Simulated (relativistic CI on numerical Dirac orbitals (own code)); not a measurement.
**Radial parameters of Nb XXXVIII**

These numbers are calculated, not measured: Dirac-Coulomb-Breit CI, KLI orbitals optimised for each configuration, a model potential for QED, unscaled Slater integrals (own radial code, finite nucleus).

Slater integrals F^k, G^k are unscaled and averaged over j, outside the closed core 1s2; ζ comes from projecting the Hamiltonian with its Breit term on Σ l·s of the shell.

- 2s 2p: G^1(2s,2p) = 793030, ζ(2p) = 597540 cm⁻¹; <r>(2s) = 0.1471, <r^2>(2s) = 0.02539, <r>(2p) = 0.1261, <r^2>(2p) = 0.01918 (bohr units).
- 2p2: F^2(2p,2p) = 756650, ζ(2p) = 594070 cm⁻¹; <r>(2p) = 0.1263, <r^2>(2p) = 0.01925 (bohr units).
- 2p 3s: ζ(2p) = 606790, G^1(2p,3s) = 81374 cm⁻¹; <r>(2p) = 0.1255, <r^2>(2p) = 0.01902, <r>(3s) = 0.3387, <r^2>(3s) = 0.1305 (bohr units).

Averages of the first 10 configurations, taken without configuration mixing, which lowers the lowest level and can move excited configurations by several eV; other configurations of the list can lie among them:

```tsv
Configuration	Parity	States	Average energy above the lowest level (eV)
2s2	even	1	9.3
2s 2p	odd	12	163.2
2p2	even	15	349.7
2p 3s	odd	12	3139.4
2p 3p	even	36	3190.3
2s 3s	even	4	2975.1
2s 3p	odd	12	3028.5
2s 3d	even	20	3065.2
2s 4s	even	4	3992.8
2s 4p	odd	12	4014.8
```
